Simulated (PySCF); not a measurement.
Species: C4H7O3 (doublet state).
Cartesian coordinates in Å at the GFN2-xTB level; atoms count from 1:
```
atom  x, y, z in Å
C1     2.1209    0.6901   -0.0687
O2     0.9690    0.2018    0.5740
C3     0.1516   -0.5861   -0.2446
C4    -1.1649   -0.8372    0.4087
C5    -2.2415    0.5797    0.0983
O6    -2.6343    0.9369    1.1601
O7    -2.2772    0.7517   -1.0762
H8     2.7630   -0.1294   -0.4132
H9     2.6555    1.2811    0.6712
H10    1.8608    1.3229   -0.9247
H11    0.0185   -0.1238   -1.2358
H12    0.6311   -1.5725   -0.4171
H13   -1.7451   -1.6325   -0.0431
H14   -1.1079   -0.8831    1.4891
```

Structure optimised with GFN2-xTB, isolated species. This method treats the open shell by occupation alone, without spin polarisation.

Masses are those of the commonest isotopes; rigid-rotor values at the optimised geometry. The values belong to one conformer with, in the numbering `[CH3:1][O:2][CH2:3][CH2:4][C:5]([O:6])=[O:7]`, C1–O2–C3–C4 -169°, O2–C3–C4–C5 83°, C3–C4–C5–O6 -127°.

Question: What are A, B and C (MHz)?

Answer: Ia = 98.46, Ib = 361.75, Ic = 367.59 u·Å²; 505379 MHz·u·Å²/I gives A = 5133, B = 1397, C = 1375 MHz.

Question: What kind of rotor is it?

Answer: A near-prolate asymmetric top: κ = (2 × 1397 − 5133 − 1375)/(5133 − 1375) = -0.99.

Question: What does the inertial defect say?

Answer: Not planar: Δ = Ic − Ia − Ib = -92.63 u·Å². For a rigid frame Δ = −2 Σ m c², so Σ m c² = 46.31 u·Å² lies off the ab plane: 11.73 from hydrogen and 34.58 from heavier atoms. The atom farthest from that plane is 1.99 Å away.

Question: Give the other two planar moments, Paa and Pbb, and the rms extents of the mass along the axes.

Answer: Paa = Σ m a² = (Ib + Ic − Ia)/2 = 315.44 and Pbb = Σ m b² = (Ia + Ic − Ib)/2 = 52.15 u·Å². With the mass M = 103.04 u, the rms extents √(P/M) along a, b and c are 1.75, 0.71, 0.67 Å.

For this open shell read J as N, the rotation without spin; fine and hyperfine splittings come on top. Whether it is a minimum is left open (no frequencies). Zero-point vibration and centrifugal distortion are left out.

These are computed values.
